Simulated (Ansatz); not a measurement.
One change: `C[O][Al]([F])[O]C` becomes `C[O][Al]([F])[SH]`.

Ansatz, PBE0-D4/def2-TZVP geometries, multiplicity 1. Each molecule was computed in one conformer, which needn't be the lowest.

| property | `C[O][Al]([F])[O]C` |
| --- | --- |
| HOMO energy (PBE/def2-TZVPP) / eV | -6.64 |
| size of the dipole moment (B3LYP/def2-TZVPP) / D | 3.26 |
| HOMO–LUMO gap (PBE0/def2-TZVPP) / eV | 7.72 |
| HOMO energy (PBE0/def2-TZVPP) / eV | -8.23 |
| LUMO energy (PBE0/def2-TZVPP) / eV | -0.51 |
| LUMO energy (PBE/def2-TZVPP) / eV | -1.41 |

Question: Give the same properties after the change, and the shifts. (Best estimate.)

Answer: The calculation gave: 
```tsv
property	`C[O][Al]([F])[SH]`	shift
HOMO energy (PBE/def2-TZVPP) / eV	-6.59	0.05
size of the dipole moment (B3LYP/def2-TZVPP) / D	0.98	-2.28
HOMO–LUMO gap (PBE0/def2-TZVPP) / eV	7.23	-0.49
HOMO energy (PBE0/def2-TZVPP) / eV	-7.87	0.36
LUMO energy (PBE0/def2-TZVPP) / eV	-0.64	-0.13
LUMO energy (PBE/def2-TZVPP) / eV	-1.50	-0.09
```

With PBE0 the HOMO rises by 0.36 eV and the LUMO falls by 0.13 eV, so the gap narrows by about 0.49 eV. PBE moves the HOMO by 0.05 eV and ωB97M-V by 0.57 eV. Dipoles are sizes alone; their direction can turn.

B3LYP here is the variant with VWN-RPA as its local correlation; programs differ in this.
